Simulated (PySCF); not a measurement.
Computed with PySCF, PBE0, basis Ge def2-TZVP, Br def2-TZVP (no relativity, density fitting).

```xyz
3
charge 0 multiplicity 1, angstrom
Ge    0.0000    0.0000   -1.0144
Br    1.8071    0.0000    0.4750
Br   -1.8071    0.0000    0.4750
```

GeBr₂ (singlet), along the line from Ge1 (at 0) through Br2 (at 2.342 Å).

**Question.** Tabulate the fields along this line at -0.70, -0.59, -0.47, -0.35, -0.23, -0.12, 0.12, 0.23, 0.35, 0.47, 0.59, 0.70, 0.82, 0.94, 1.05, 1.17, 1.29, 1.41, 1.52, 1.64, 1.76, 1.87, 1.99, 2.11, 2.22, 2.46, 2.58, 2.69, 2.81, 2.93, 3.04, 3.16, 3.28, 3.40, 3.51, 3.63, 3.75 Å.

**Answer.** 
```
distance (Å)  electron density (e/Å³)  electron localisation function  electrostatic potential (V)
       -0.70                     1.29                           0.197                         35.7
       -0.59                      3.1                           0.317                         56.7
       -0.47                     9.42                           0.596                         98.4
       -0.35                     30.2                           0.769                          201
       -0.23                     74.4                           0.584                          520
       -0.12                      377                           0.616                         1850
        0.12                      377                           0.615                         1850
        0.23                     74.7                           0.588                          521
        0.35                     30.3                           0.773                          202
        0.47                      9.4                           0.603                         99.7
        0.59                     3.03                           0.299                         58.3
        0.70                     1.25                           0.145                         37.4
        0.82                    0.738                           0.148                         25.3
        0.94                      0.6                            0.31                         17.9
        1.05                     0.59                           0.546                         13.7
        1.17                    0.645                           0.688                         12.2
        1.29                    0.758                           0.749                         13.3
        1.41                    0.934                           0.743                         17.5
        1.52                     1.17                           0.618                         26.2
        1.64                     1.54                           0.304                         41.5
        1.76                     2.53                           0.153                         67.9
        1.87                     7.05                           0.338                          116
        1.99                     28.4                           0.719                          223
        2.11                     95.9                           0.717                          549
        2.22                      378                           0.437                         1990
        2.46                      378                           0.436                         1990
        2.58                     95.7                           0.717                          549
        2.69                     28.4                           0.716                          222
        2.81                      7.1                           0.342                          115
        2.93                     2.55                           0.173                           67
        3.04                     1.46                           0.334                         40.4
        3.16                        1                           0.639                         24.7
        3.28                    0.688                           0.759                         15.3
        3.40                    0.455                           0.776                         9.47
        3.51                    0.292                           0.757                         5.91
        3.63                    0.186                           0.714                         3.71
        3.75                    0.117                           0.649                         2.32
```

On a grid of 0.12 Å the density has a local minimum along the bond near 1.05 Å from Ge, at 0.59 e/Å³, where the ELF is 0.55.
